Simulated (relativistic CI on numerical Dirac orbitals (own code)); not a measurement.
Level scheme of Ga19+

These numbers are calculated, not measured: Dirac-Coulomb-Breit CI, separate exchange-only KLI orbitals for each configuration, a model potential for QED, unscaled Slater integrals (own radial code, finite nucleus).

Configuration list (outside the closed core [Ne]): 3s², 3s3p, 3p², 3s3d, 3d², 3p3d, 3p4s, 3d4s, 3s4s, 3s4p, 3s4d, 3s4f, 3s5s, 3s5p, 3s5d, 4s². Levels of other configurations are missing.

| No. | Configuration | Term | J | E (10³ cm⁻¹) | % | Next component (%) | Lifetime (s) | jj configuration (%) |
| --- | --- | --- | --- | --- | --- | --- | --- | --- |
| 1 | 3s² | ¹S | 0 | 0.0 | 98 | 2 3p² ¹S |  | closed (98) |
| 2 | 3s3p | ³P° | 0 | 309.5 | 100 |  |  | 3s 3p1/2 (100) |
| 3 | 3s3p | ³P° | 1 | 322.3 | 98 | 2 ¹P° | 5.20e-09 | 3s 3p1/2 (79) |
| 4 | 3s3p | ³P° | 2 | 358.1 | 100 |  | 1.62e-03 | 3s 3p3/2 (100) |
| 5 | 3s3p | ¹P° | 1 | 485.7 | 96 | 2 3p3d ¹P° | 2.79e-11 | 3s 3p3/2 (78) |
| 6 | 3p² | ³P | 0 | 742.0 | 92 | 7 ¹S | 3.83e-11 | 3p1/2^2 (88) |
| 7 | 3p² | ¹D | 2 | 764.7 | 62 | 22 ³P | 1.11e-10 | 3p1/2 3p3/2 (84) |
| 8 | 3p² | ³P | 1 | 771.0 | 100 |  | 3.33e-11 | 3p1/2 3p3/2 (100) |
| 9 | 3p² | ³P | 2 | 814.0 | 77 | 16 ¹D | 3.61e-11 | 3p3/2^2 (90) |
| 10 | 3p² | ¹S | 0 | 914.5 | 89 | 7 ³P | 2.96e-11 | 3p3/2^2 (86) |
| 11 | 3s3d | ³D | 1 | 919.2 | 100 |  | 2.79e-11 | 3s 3d3/2 (100) |
| 12 | 3s3d | ³D | 2 | 922.2 | 100 |  | 2.95e-11 | 3s 3d3/2 (62) |
| 13 | 3s3d | ³D | 3 | 927.1 | 100 |  | 3.31e-11 | 3s 3d5/2 (100) |
| 14 | 3s3d | ¹D | 2 | 1037.7 | 78 | 21 3p² ¹D | 1.60e-11 | 3s 3d5/2 (49) |
| 15 | 3p3d | ³F° | 2 | 1250.3 | 83 | 16 ¹D° | 1.03e-10 | 3p1/2 3d3/2 (98) |
| 16 | 3p3d | ³F° | 3 | 1274.8 | 96 | 3 ³D° | 1.09e-10 | 3p1/2 3d5/2 (63) |
| 17 | 3p3d | ¹D° | 2 | 1291.7 | 70 | 13 ³F° | 3.51e-11 | 3p1/2 3d5/2 (55) |
| 18 | 3p3d | ³F° | 4 | 1305.2 | 100 |  | 9.91e-11 | 3p3/2 3d5/2 (100) |
| 19 | 3p3d | ³D° | 1 | 1327.4 | 75 | 21 ³P° | 1.71e-11 | 3p1/2 3d3/2 (82) |
| 20 | 3p3d | ³D° | 2 | 1336.4 | 47 | 37 ³P° | 2.04e-11 | 3p1/2 3d5/2 (44) |
| 21 | 3p3d | ³D° | 3 | 1359.3 | 95 | 4 ³F° | 1.69e-11 | 3p3/2 3d5/2 (62) |
| 22 | 3p3d | ³P° | 0 | 1362.6 | 100 |  | 1.98e-11 | 3p3/2 3d3/2 (100) |
| 23 | 3p3d | ³P° | 1 | 1363.0 | 77 | 23 ³D° | 1.89e-11 | 3p3/2 3d3/2 (90) |
| 24 | 3p3d | ³P° | 2 | 1364.3 | 51 | 47 ³D° | 1.87e-11 | 3p3/2 3d5/2 (53) |
| 25 | 3p3d | ¹F° | 3 | 1452.6 | 97 | 2 ³D° | 1.60e-11 | 3p3/2 3d3/2 (41) |
| 26 | 3p3d | ¹P° | 1 | 1472.2 | 94 | 2 3s3p ¹P° | 1.67e-11 | 3p3/2 3d5/2 (74) |
| 27 | 3d² | ³F | 2 | 1855.5 | 99 | 1 ¹D | 1.64e-11 | 3d3/2^2 (75) |
| 28 | 3d² | ³F | 3 | 1860.6 | 100 |  | 1.76e-11 | 3d3/2 3d5/2 (100) |
| 29 | 3d² | ³F | 4 | 1866.6 | 100 |  | 1.90e-11 | 3d5/2^2 (75) |
| 30 | 3d² | ¹D | 2 | 1903.8 | 60 | 39 ³P | 1.41e-11 | 3d3/2 3d5/2 (74) |
| 31 | 3d² | ³P | 0 | 1904.6 | 99 |  | 1.33e-11 | 3d3/2^2 (66) |
| 32 | 3d² | ³P | 1 | 1906.8 | 100 |  | 1.37e-11 | 3d3/2 3d5/2 (100) |
| 33 | 3d² | ³P | 2 | 1913.3 | 61 | 38 ¹D | 1.53e-11 | 3d5/2^2 (93) |
| 34 | 3d² | ¹G | 4 | 1917.6 | 100 |  | 2.69e-11 | 3d3/2 3d5/2 (75) |
| 35 | 3d² | ¹S | 0 | 2025.0 | 97 | 2 3p² ¹S | 1.09e-11 | 3d5/2^2 (65) |
| 36 | 3s4s | ³S | 1 | 2909.7 | 100 |  | 1.18e-12 | 3s 4s (100) |
| 37 | 3s4s | ¹S | 0 | 2948.5 | 100 |  | 1.35e-12 | 3s 4s (100) |
| 38 | 3s4p | ³P° | 0 | 3068.1 | 99 | 1 3p4s ³P° | 5.27e-12 | 3s 4p1/2 (99) |
| 39 | 3s4p | ³P° | 1 | 3069.4 | 72 | 26 ¹P° | 2.04e-12 | 3s 4p1/2 (98) |
| 40 | 3s4p | ³P° | 2 | 3087.1 | 99 | 1 3p4s ³P° | 5.55e-12 | 3s 4p3/2 (99) |
| 41 | 3s4p | ¹P° | 1 | 3087.6 | 68 | 27 ³P° | 1.09e-12 | 3s 4p3/2 (95) |
| 42 | 3s4d | ³D | 1 | 3282.2 | 100 |  | 8.09e-13 | 3s 4d3/2 (100) |
| 43 | 3s4d | ³D | 2 | 3283.2 | 95 | 5 ¹D | 8.10e-13 | 3s 4d3/2 (80) |
| 44 | 3s4d | ³D | 3 | 3285.7 | 100 |  | 8.01e-13 | 3s 4d5/2 (100) |
| 45 | 3p4s | ³P° | 0 | 3289.4 | 99 | 1 3s4p ³P° | 1.81e-12 | 3p1/2 4s (99) |

Energies count from the lowest computed level; ° marks odd parity; lifetimes are radiative, by E1, M1, E2, M2 decay to levels of this space only; some are left blank where a channel outside the calculation adds to the decay or the decay crosses a small, uncertain gap. Filled j subshells are mostly left out of the jj labels.

The mean weight of the leading LS term, summed over parents, in these 45 levels is 89 %, and that of the leading jj configuration (from the same eigenvectors) 84 %.

At this charge energies of transitions that change n are usually good to better than 1 %, and those within a shell (Δn = 0) to a few per cent.

LS names give the leading component of a level, which can be under half, so a name can repeat, a term be missing and a line seem to break the LS rules.
